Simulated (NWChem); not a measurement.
PbHOBr, singlet; SMILES [Pb]([Br])[OH]

```xyz
4

Pb     0.1385     0.7142     0.0000
Br     0.0186    -1.9159     0.0000
O     -1.9445     1.0116     0.0000
H     -2.1913     1.9456     0.0000
```
Atoms are numbered in this order, from 1.

Level: PBE0/def2-SVP with def2 effective core potentials on Pb (NWChem), optimised geometry, unscaled harmonic frequencies. Low-valent species are run as closed-shell singlets; no triplet was tried in these runs. This build's default masses of Se (78.918 u) and Br (79.917 u) are each other's, which moves their modes by up to 0.6 %. def2 effective core potentials on Pb; no spin-orbit coupling.

```
frequency (cm⁻¹)  IR intensity (km/mol)
----------------  ---------------------
123                                 1.7
213                                32.6
344                               109.9
552                                86.2
699                                66.3
3865                               60.8
```

```json
{
  "zero_point_energy": "8.3 kcal/mol",
  "thermal correction to the enthalpy at 298.15 K (with zero-point energy)": "11.8 kcal/mol",
  "heat capacity Cv": "13.3 cal/(mol K)",
  "entropy at 298.15 K and 1 atm (symmetry number 1)": "78.1 cal/(mol K)"
}
```

Rigid rotor and harmonic oscillator.
